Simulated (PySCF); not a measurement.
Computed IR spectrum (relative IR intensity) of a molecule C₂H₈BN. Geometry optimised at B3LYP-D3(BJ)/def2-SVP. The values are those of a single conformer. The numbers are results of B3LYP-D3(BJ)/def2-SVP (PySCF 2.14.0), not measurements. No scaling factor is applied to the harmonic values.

Lines under 2 % of the strongest are left out, and lines within 2 cm⁻¹ are merged.

| ν (cm⁻¹) | relative intensity |
|---|---|
| 67 | 3.8 |
| 571 | 76 |
| 603 | 31 |
| 743 | 3.3 |
| 894 | 4.2 |
| 921 | 7.3 |
| 1043 | 4.4 |
| 1151 | 17 |
| 1251 | 4.9 |
| 1270 | 7.7 |
| 1411 | 41 |
| 1438 | 17 |
| 1476 | 5.4 |
| 1481 | 5.0 |
| 1602 | 82 |
| 2554 | 100 |
| 2994 | 18 |
| 3019 | 24 |
| 3034 | 19 |
| 3092 | 24 |
| 3100 | 24 |
| 3576 | 13 |
| 3677 | 14 |

Q: Pick the molecule that these values belong to.
A) CCBN
B) CBNC
C) CB(C)N
D) BN(C)C

A: A, CCBN
